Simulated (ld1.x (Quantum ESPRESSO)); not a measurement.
**Configuration tests for thallium (TM)**

* Element: thallium (Tl)
* Generator: ld1.x (Quantum ESPRESSO) 7.5
* Type: norm-conserving Troullier–Martins (Kleinman–Bylander form)
* Functional: PBE
* Relativity: scalar-relativistic
* Frozen core: [Xe]
* Valence charge: 27
* Reference configuration: 4f14 5d10 6s1.5 6p0 (charge +1.5)
* Partial waves: 6p (bound, empty): rc 2.55 bohr; 5d (bound): rc 2.00 bohr; 4f (bound): rc 0.85 bohr; 6s (bound): rc 2.20 bohr
* Local potential: the s channel
* Core correction: none

Energies are relative to the spin-unpolarised reference configuration 4f14 5d10 6s1.5 6p0; without spin polarisation the order of configurations can differ from experiment.

(1) Give the all-electron excitation energy and the error of the potential for: 4f14 5d10 6s2 6p1; 4f14 5d10 6s2 6p0; 4f14 5d10 6s1 6p0; 4f14 5d10 6s0 6p3; 4f14 5d10 6s1 6p1; 4f14 5d10 6s2 6p1.3; 4f14 5d9 6s2 6p2.

Levels in the configuration 4f14 5d10 6s2 6p1.3:

```tsv
level	all-electron (eV)	pseudo (eV)
4f	-112.295	-112.609
5d	-13.751	-13.805
6s	-7.887	-7.894
6p	-0.957	-0.962
```

A Bessel basis up to 400 Ry misses an occupied level by 0.18 Ry, so cutoffs and ghosts were not judged.

## Answers

(1)

```
valence configuration  charge  ΔE all-electron (eV)  error AE − PS (meV)
    4f14 5d10 6s2 6p1       0               -14.424                  +13
    4f14 5d10 6s2 6p0      +1                -9.257                 +4.9
    4f14 5d10 6s1 6p0      +2                11.523                 -2.1
    4f14 5d10 6s0 6p3       0                 0.786                 -1.8
    4f14 5d10 6s1 6p1      +1                -0.979                 +1.2
  4f14 5d10 6s2 6p1.3    -0.3               -14.917                  +15
     4f14 5d9 6s2 6p2       0                 0.292                 -171
```
